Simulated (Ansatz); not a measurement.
Cartesian coordinates in Å:
```
B 0.6016 0.3150 -2.0359
S 1.0423 -0.2187 -0.4242
C -0.3435 -0.0631 0.6622
C -0.2036 -0.4044 1.9369
Cl -1.8423 0.5201 0.0615
H 1.5026 0.2315 -2.8115
H -0.4784 0.7152 -2.3195
H 0.7495 -0.7702 2.2983
H -1.0282 -0.3253 2.6322
```

Total charge 0; spin multiplicity 1.

(1) List the r2SCAN/def2-TZVPP orbital energies in eV (Ansatz 0.2.0). (An estimate is asked.)

Answers

(1) The calculation gave: Occupied: -2754.03, -2409.97, -275.88, -273.66, -255.38, -214.39, -194.00, -193.76, -193.74, -180.86, -158.47, -158.32, -158.31, -23.63, -20.67, -19.14, -14.89, -13.37, -11.98, -11.70, -10.27, -10.23, -9.06, -8.30, -7.98, -7.95, -6.53. Lowest empty: -2.25, -1.04, -0.64, 0.54, 1.82, 2.02, 2.75, 3.09.
